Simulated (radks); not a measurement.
Spherical quantum dot in the effective-mass picture: electrons in a parabolic well V = omega^2 r^2 / 2 with omega = 0.349, all in effective atomic units (hartree* = m*/eps^2 hartree, bohr* = eps/m* bohr), one dielectric constant everywhere. Method: non-relativistic Kohn-Sham, PBE, spin-polarised, spherical densities; computed with a radial shooting solver with Libxc functionals. Levels are named by radial order and angular momentum (1s, 1p, 1d, 2s, ...), and open shells are averaged over m.

N = 9, configuration 1s2 1p6 1d(up 1, down 0). This is the lowest configuration that the search found. Occupied and some empty levels:

level    occupation  eigenvalue (hartree*)  <r> (bohr*)
1s up             1                 2.9464        2.831
1s down           1                 2.9537        2.779
1p up             3                 3.1079        3.422
1p down           3                 3.1212        3.394
1d up             1                 3.3034        3.850
1d down           0                 3.3198        3.840
2s up             0                 3.3769        3.279
2s down           0                 3.3844        3.304
1f up             0                 3.5251        4.205
1f down           0                 3.5427        4.208
2p up             0                 3.6187        3.779
2p down           0                 3.6262        3.790

Energy (hartree*): total 17.5972, kinetic 2.1808, external 6.6507, Hartree 10.938, exchange-correlation -2.1727.

Electron density:

r (bohr*)  n(r) (e/bohr*^3)
0.489               0.01992
1.01                0.02408
1.54                0.02902
2.06                0.03227
2.59                0.03184
3.12                0.02713
3.64                0.01942
4.17                0.01135
4.69               0.005284
5.22               0.001969
5.74              0.0005933
6.27              0.0001427
6.79             0.00002748
